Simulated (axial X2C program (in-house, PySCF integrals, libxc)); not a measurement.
## How long does CrBr⁺ take?

A bond scan computed with an in-house all-electron X2C program for linear molecules (integrals from PySCF). Basis: Br dyall-cv3z [8s9p6d4f1g], Cr dyall-cv3z [9s10p6d3f2g] (cores contracted in-house).

Input:
```json
{
 "zs": [
  35,
  24
 ],
 "q": 1,
 "bas": [
  "dyall-cv3z",
  "dyall-cv3z"
 ],
 "levels": [
  "PBE0",
  "HF",
  "TPSSh"
 ],
 "cc": true,
 "r0": 2.36,
 "thr": -2.0,
 "nmax": 90,
 "npts": 10,
 "nst": 2,
 "ntry": 6
}
```
```bash
python so2c.py task.json out
```

Keys: zs atomic numbers; q charge; bas basis sets; levels methods; cc coupled cluster on or off; r0 starting distance in Å; thr threshold in hartree for freezing inner shells (an s shell follows its p shell); nmax most natural virtual spinors; npts points on the curve; nst determinants followed; ntry starts of the search. HF also brings MP2.

Hardware: 1 thread of Arm Neoverse V2, on a shared host.

Wall time of one point of each curve, integrals apart:

| Hamiltonian | level | points | seconds a point |
| --- | --- | --- | --- |
| spin-free | PBE0 | 10 | 0.47 |
| spin-free | HF | 10 | 0.3 |
| spin-free | CCSD(T) (12 electrons, 90 virtuals) | 7 | 5.1 |
| spin-free | TPSSh | 10 | 0.78 |
| 2c | PBE0 | 10 | 0.65 |
| 2c | HF | 10 | 0.55 |
| 2c | CCSD(T) (12 electrons, 90 virtuals) | 7 | 5.5 |
| 2c | TPSSh | 10 | 0.96 |

The rest:

Search with its distance optimisation 50 s, atoms 13 s, whole task 180 s. Coupled cluster runs on the points near the minimum only. The program drops outer points, and coupled cluster, when its time limit (not in the input) nears; MP2, further determinants and curves that did not converge are not in the table.
